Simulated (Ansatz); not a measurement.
(BeTe)n off (charge +1): r2SCAN-D4/def2-TZVP single points in Ansatz on relaxed structures, gas phase. Each cluster is the lowest isomer that a short search found in that spin, judged at the geometry's level, and lower ones may exist. Core potentials for Te, no spin–orbit coupling. HOMO and LUMO are taken over both spins. The spins of the ions were chosen, not always searched. A dash marks a value that wasn't run or was left out as unsound. The structures are stationary points that may keep the symmetry of their start. Remarks come from the PBE and PBE0 runs and from stability tests at other levels; not every state was tested.

```csv
species,atoms,state,geometry,HOMO (eV),LUMO (eV),gap (eV),vertical EA (eV),lowest of the spins relaxed,point group (within 0.1 Å),remarks
Be2Te⁺,3,doublet; reduced ion singlet,PBE-D4/def2-TZVP,-11.29,-9.12,2.17,7.09,"doublet, of doublet/quartet",C2v,–
Be3Te2⁺,5,doublet; reduced ion singlet,PBE-D4/def2-SVP,-9.24,-8.06,1.18,–,"doublet, of doublet/quartet",D3h,"restricted singlet, untested (neutral singlet)"
```

Q: Estimate the rows for Be2Te2⁺ (doublet; reduced ion singlet, r2SCAN-D4/def2-TZVP geometry).

A: 
```
species  atoms                         state             geometry  HOMO (eV)  LUMO (eV)  gap (eV)  vertical EA (eV)  lowest of the spins relaxed  point group (within 0.1 Å)
Be2Te2⁺      4  doublet; reduced ion singlet  r2SCAN-D4/def2-TZVP     -11.36     -10.11      1.25              7.82  doublet, of doublet/quartet                         D2h
```

The gap (eV) runs from 1.18 (Be3Te2⁺) to 2.17 (Be2Te⁺).
